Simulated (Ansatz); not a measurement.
`OB[NH][AlH2]` + H₂ → `BO` + `[NH2][AlH2]` at 700 K and 1 bar (hydrogenolysis of a B–N bond).

Calculated with Ansatz (gas phase, PBE0-D4/def2-TZVP geometries, no zero-point term in ΔE). CCSD(T)/CBS is the MP2 limit (def2-TZVPP, def2-QZVPP) plus CCSD(T) − MP2 in def2-TZVPP, frozen cores. This one scheme is used for every species. Each species was taken in one conformer, which may not be the lowest.

| species | CCSD(T)/CBS energy (Eh) | H − E (kJ/mol) | S (J/(mol·K)) |
| --- | --- | --- | --- |
| `OB[NH][AlH2]` | -399.80663 | 221.7 | 413.1 |
| H₂ | -1.17544 | 46.8 | 155.3 |
| `BO` | -101.80414 | 126.4 | 277.4 |
| `[NH2][AlH2]` | -299.14566 | 147.5 | 319.0 |

H − E and S are ideal-gas, rigid-rotor, harmonic terms from PBE0-D4/def2-TZVP, for one conformer and one mirror image of each species. The MP2-based limit puts H₂ 0.8 mEh under its directly extrapolated value; such offsets cancel only in part. 1 Eh = 2625.50 kJ/mol, R = 8.31446 J/(mol·K).

Task: By hand: ΔE, ΔH, ΔS and ΔG.

Result: ΔE = (-101.80414) + (-299.14566) − (-399.80663) − (-1.17544) = 0.03227 Eh = 84.7 kJ/mol. Δ(H − E) = 126.4 + 147.5 − 221.7 − 46.8 = 5.4, so ΔH = 90.1 kJ/mol. ΔS = 277.4 + 319.0 − 413.1 − 155.3 = 28.0 J/(mol·K). ΔG = 90.1 − 700 × (28.0)/1000 = 70.5 kJ/mol.

Task: By hand: the equilibrium constant, and the temperature at which ΔG would vanish if ΔH and ΔS stayed fixed.

Result: log₁₀ K = −ΔG/(RT ln 10) = -5.3. ΔG = 0 at ΔH/ΔS = 3218 K, far beyond where these terms or the molecules hold.

ΔH outweighs TΔS. A doubt of 5 kJ/mol in ΔE shifts log₁₀ K by 0.4 here. Other conformers and mirror images would add mixing entropy, several J/(mol·K) or more a flexible species. These are equilibria of isolated gas molecules and say nothing of rates. Largest T1 diagnostic: 0.014 (customary marks: 0.02 for closed shells, 0.045 for open ones).
